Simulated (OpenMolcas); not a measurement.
## What dynamic correlation does to the levels of Pd2+

- Program: OpenMolcas
- Basis: ANO-R3 [8s6p5d3f2g1h]
- Scalar Hamiltonian: X2C, finite nucleus
- Active space: 8 electrons in 5 orbitals (4d)
- State averaging: 2S+1 = 3 even, 10 roots; 2S+1 = 1 even, 15 roots
- Spin-orbit coupling: state interaction with AMFI integrals over the reference wave functions, term energies averaged over their components

Methods on the same reference wave functions:
A. CASSCF
B. SS-CASPT2, IPEA 0.25 Eh, imaginary shift 0.1 Eh (closed shells correlated: 4s 4p)

Energies in cm⁻¹ above 4d⁸ ³F₄, the measured ground level; measured values from Moore, Atomic Energy Levels, vol. III, NSRDS-NBS 35 (1971 reprint of NBS Circular 467, 1958).

```csv
Level,A,B,Measured
4d⁸ ³F₄,0.0,0.0,0.0
4d⁸ ³F₃,3150,3170,3230
4d⁸ ³F₂,4844,4560,4687
4d⁸ ³P₁,17443,13920,13470
4d⁸ ³P₀,17770,14160,13699
4d⁸ ¹G₄,21517,17830,17880
4d⁸ ¹S₀,50299,41540,
```

Deviations, from unrounded energies. A percentage is the sum of absolute deviations over the sum of measured energies, with the sign that they share, or ± where signs differ.

| Against measurement | Levels | A | B |
| --- | --- | --- | --- |
| mean absolute deviation (cm-1) | 5 | 2400 | 230 |
| fine structure of the ground term (%) | 2 | ±3.0 | -2.3 |
| other terms of the ground configuration (%) | 3 | +25.9 | ±2.1 |

B lies closest to measurement on these levels. The largest miss of B in the table is 4d⁸ ³P₀, by +460 cm-1. The ranking rests on the paired levels alone, and a cruder setting can come out closer through cancelling errors.

From A to B the spin-free energies of the other terms of 4d⁸ shown, above ³F, scale by factors of 0.75 to 0.81, as is usual when dynamic correlation screens the repulsion within a d or f shell.

The lowest spin-free term lies below A's lowest term by 0.597 hartree in B.

CASPT2 breaks the degeneracy within a term, and the mean is taken; among the terms shown or strongly mixed into the levels shown the widest spread is 500 cm-1 (4d⁸ ³F, B). Levels of configurations with an s electron are missing; early in the row they begin among the upper levels of the d shell and mix with terms of their name. Without dynamic correlation excited terms often stand tens of per cent too high (terms of higher spin than the ground term too low), and those without a measured partner can miss by more than the paired ones (holds for A). Computed and measured levels are paired by configuration, term and J; levels that our copy of the source lacks, or whose pairing is in doubt (as where it misses far off the trend of its configuration), stay unpaired and out of the deviations. Only configurations of the active space appear. The table leaves out levels that lie high or whose names do not pair safely across all columns.
